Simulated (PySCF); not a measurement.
Zn(Me)(OSiH3) (CH₆OSiZn), SMILES [CH3][Zn][O][SiH3].

The structure is a stationary point at PBE-D3(BJ)/def2-SVP. The structure was generated by enumeration; whether it is a known compound was not checked. Other conformers were not sampled.

The numbers are results of PySCF with TDDFT-ωB97X/def2-SVPD, not measurements.

Vertical excitations. Gas-phase values at a fixed geometry.

```json
[
 {"state": "S1", "energy (eV)": "6.52", "λ (nm)": "190", "f": "0.006", "main pairs": "HOMO→LUMO 84 %"},
 {"state": "S2", "energy (eV)": "6.84", "λ (nm)": "181", "f": "0.030", "main pairs": "HOMO−1→LUMO 77 %"},
 {"state": "S3", "energy (eV)": "7.46", "λ (nm)": "166", "f": "0.151", "main pairs": "HOMO−2→LUMO 63 %, HOMO→LUMO+2 16 %"},
 {"state": "S4", "energy (eV)": "7.48", "λ (nm)": "166", "f": "0.006", "main pairs": "HOMO→LUMO+1 81 %"},
 {"state": "S5", "energy (eV)": "7.57", "λ (nm)": "164", "f": "0.046", "main pairs": "HOMO−1→LUMO+2 73 %, HOMO−2→LUMO+2 14 %"},
 {"state": "S6", "energy (eV)": "7.58", "λ (nm)": "164", "f": "0.135", "main pairs": "HOMO−1→LUMO+1 55 %, HOMO−2→LUMO 13 %, HOMO−2→LUMO+1 11 %"},
 {"state": "S7", "energy (eV)": "7.75", "λ (nm)": "160", "f": "0.165", "main pairs": "HOMO→LUMO+2 56 %, HOMO−2→LUMO+1 18 %"},
 {"state": "S8", "energy (eV)": "8.09", "λ (nm)": "153", "f": "0.028", "main pairs": "HOMO−2→LUMO+2 75 %"},
 {"state": "S9", "energy (eV)": "8.15", "λ (nm)": "152", "f": "0.060", "main pairs": "HOMO−2→LUMO+1 57 %, HOMO−1→LUMO+1 17 %"},
 {"state": "S10", "energy (eV)": "8.31", "λ (nm)": "149", "f": "0.000", "main pairs": "HOMO→LUMO+3 43 %, HOMO−4→LUMO 24 %, HOMO→LUMO+7 16 %"},
 {"state": "T1", "energy (eV)": "6.28", "λ (nm)": "197", "f": "0", "main pairs": "HOMO→LUMO 80 %"},
 {"state": "T2", "energy (eV)": "6.34", "λ (nm)": "196", "f": "0", "main pairs": "HOMO−1→LUMO 74 %"},
 {"state": "T3", "energy (eV)": "6.79", "λ (nm)": "183", "f": "0", "main pairs": "HOMO−2→LUMO 71 %"},
 {"state": "T4", "energy (eV)": "7.28", "λ (nm)": "170", "f": "0", "main pairs": "HOMO−1→LUMO+1 56 %, HOMO−2→LUMO+1 28 %"}
]
```
Triplets are in the Tamm–Dancoff approximation, which puts them higher than full response would, so one can lie above its singlet here.
